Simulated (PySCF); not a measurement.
A GIAO shielding run with PySCF 2.14.0 with density-fitted response routines (density fitting, non-relativistic, gas phase) on SMILES ClC(COC=C)Cl, C4H6Cl2O:

```
$ OMP_NUM_THREADS=1 python probes_run.py task.json out

{"job": {"kind": "nmr", "xc": "PBE0", "basis": "pcSseg-1"}, "charge": 0, "multiplicity": 1}
C      2.207290     0.520924    -0.264415
C      1.536811    -0.595469    -0.492840
O      0.216637    -0.846185    -0.290452
C     -0.568992     0.204603     0.215722
C     -1.986551    -0.325818     0.363405
Cl    -2.963642     0.833537     1.283349
Cl    -2.717882    -0.598115    -1.228543
H      1.759034     1.415857     0.127420
H      3.258851     0.564516    -0.474333
H      2.008549    -1.483505    -0.889958
H     -0.557943     1.067002    -0.463993
H     -0.200688     0.522522     1.201866
H     -1.995861    -1.279384     0.895044
```

Hardware: 1 thread of an Arm Neoverse V2, shared host. The job also computes population analyses, field gradients.

Task: How large is the calculation?

Result: 72 electrons, 163 basis functions and 891 auxiliary functions.

Task: How long does it take, and how much memory does it need?

Result: 14 s of wall time, with 14 SCF cycles and 5 response iterations; peak memory 0.74 GiB. Times on a shared host scatter by some tens of per cent.
